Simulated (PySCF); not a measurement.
**UHF on Ga- (gallium, charge -1)**

Configuration: [Ar] 3d10 4s2 4p2, high-spin 3P determinant. All numbers are calculated (PySCF 2.14, scalar relativity by spin-free X2C-1e, in aug-cc-pVTZ-DK (7s6p4d2f, 59 functions)).

| Quantity | Value |
| --- | --- |
| Total energy | -1942.171691 hartree |
| One-electron energy | -2715.0373 hartree |
| Hartree (Coulomb) energy | 847.5018 hartree |
| Exchange energy | -74.6361 hartree |
| ⟨S²⟩ | 2.0134 |
| ⟨L²⟩ | 2.028 |
| Sum of ⟨r⟩ | 28.99 bohr |
| Sum of ⟨r²⟩ | 77.85 bohr² |
| Traceless quadrupole moment −½Σ⟨3z² − r²⟩ along its main axis | 10.2 e·bohr² |
| Langevin diamagnetic susceptibility | -61.7 ×10⁻⁶ cm³/mol |

```csv
shell,electrons,mean orbital energy (eV),spread (eV),"rms radius, mean of both spins (bohr)"
1s α,1,-10435.3,0,0.0560
1s β,1,-10435.3,0,0.0560
2s β,1,-1335.7,0,0.235
2s α,1,-1335.6,0,0.235
2p α,3,-1157.7,0.003,0.211
2p β,3,-1157.6,0.039,0.211
3s α,1,-173.61,0,0.698
3s β,1,-173.60,0,0.698
3p α,3,-117.72,0.020,0.737
3p β,3,-117.67,0.180,0.737
3d α,5,-26.310,0.146,0.898
3d β,5,-26.300,0.196,0.898
4s α,1,-7.787,0,2.78
4s β,1,-5.528,0,2.78
4p α,2,-0.466,0,4.98
```

Densities and radii are taken from the X2C orbitals without a picture-change correction, which distorts them close to the nucleus.

Spin-orbit constants ζ (cm⁻¹) from the X2C one-electron operator on these orbitals: bare nucleus, nucleus screened by l(l+1)(2l+1)/3 electrons, and screened by the Breit-Pauli mean field of the electrons.

```csv
shell,bare,screened nucleus,mean field
2p,154500,144600,140100
3p,19920,18630,17930
3d,2086,1413,1297
4p,318.7,298.1,282.5
```

To first order the Landé constant is A = 141.2 cm⁻¹, so the lowest level has J = 0 and lies 0.0350 eV below the centre of the term. This holds in LS coupling only.
